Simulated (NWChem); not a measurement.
**Atomisation of H4ClGaN2**

```xyz
8

Ga     0.0000     0.0000     0.3163
Cl     0.0000     0.0000    -1.8378
N      0.0176    -1.6042     1.1395
H      0.1760    -2.4568     0.6177
H      0.2121    -1.7215     2.1255
N     -0.0176     1.6042     1.1395
H     -0.2121     1.7215     2.1255
H     -0.1760     2.4568     0.6177
```
Charge 0, spin multiplicity 1.

The numbers come from NWChem runs, not from measurements. All single points use one geometry, from PBE0/def2-SVP, a minimum by its harmonic frequencies. It is one conformer; others weren't searched.

Basis set: def2-TZVP. The atomisation energy is electronic alone: no zero-point, thermal, spin-orbit or counterpoise terms. No value is extrapolated to the basis-set limit. Free atoms are single determinants with multiplicities Ga 2, Cl 2, N 4, H 2. Correlated methods freeze the same cores in atoms and molecule, 16 orbitals in all.

Relative cost: rough, from shared machines, SCF included, PBE0 = 1. Costs are the molecule's.

The Hamiltonian is non-relativistic. B3LYP has NWChem's definition, with VWN1-RPA local correlation. GW and range-separated runs recompute their integrals, the others keep them in memory, which bears on the times. The structure started from a generated list of species. The stability of the SCF solutions was not checked. Open-shell Hartree-Fock references start from PBE0 orbitals; any time given for them includes that run.

```csv
method,atomisation energy (kcal/mol),relative cost
HF,…,under 3
MP2,…,4
B3LYP,598.2,under 3
PBE,613.9,under 3
M06-2X,608.8,under 3
r2SCAN,603.8,under 3
PBE0,…,1
LC-wPBE (omega 0.3 per bohr),611.1,10
```

**Question.** Fill in the missing entries.

**Answer.** 
- HF, atomisation energy (kcal/mol): 403.0
- MP2, atomisation energy (kcal/mol): 595.1
- PBE0, atomisation energy (kcal/mol): 601.0
